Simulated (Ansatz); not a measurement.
## Redistribution: C2H5Cl + CH2BrI → C2H4ClI + CH3Br

Species: C2H5Cl (chloroethane) `CCCl`, singlet; CH2BrI `BrCI`, singlet; C2H4ClI `CC(Cl)I`, singlet; CH3Br (bromomethane) `CBr`, singlet. The partners trade H for I; both sit on C, so the bond types are kept.

Shapes, held fixed at every level: PBE0-D4/def2-TZVP. Programs: Ansatz 0.2.0. The zero-point and thermal change to 298 K, harmonic and unscaled (PBE0-D4/def2-TZVP), is -1.2 kJ/mol.

| level | kind | ΔH(298 K) (kJ/mol) | less CCSD(T)/def2-TZVPP | CPU time (sum over the molecules) |
| --- | --- | --- | --- | --- |
| HF/def2-TZVPP | Hartree–Fock | -2.1 | +6.6 | – |
| SPW92/def2-TZVPP | LDA | -10.2 | -1.5 | 9.5 s |
| PBE-D4/def2-TZVPP | GGA | -8.3 | +0.4 | 18 s |
| r2SCAN-D4/def2-TZVPP | meta-GGA | -9.4 | -0.7 | 31 s |
| wB97M-V/def2-TZVPP | range-separated hybrid | -8.0 | +0.7 | 71 s |
| MP2/def2-TZVPP | perturbation theory | -11.1 | -2.4 | – |
| CCSD(T)/def2-TZVPP | coupled cluster or CI | -8.7 | 0.0 | 8 min |

The highest level, CCSD(T)/def2-TZVPP, gives ΔH(298 K) = -8.7 kJ/mol; the levels span -11.1 to -2.1. The column of differences is taken from that level and isn't an error. No measured value is set beside it here. For atoms past krypton def2 sets carry core potentials with scalar relativity. Relativity is left out for Br. Outer-core shells of Br, I are correlated in most correlated rows, in sets that cover them unevenly. Times are processor times on shared x86 and Arm servers, and rough.
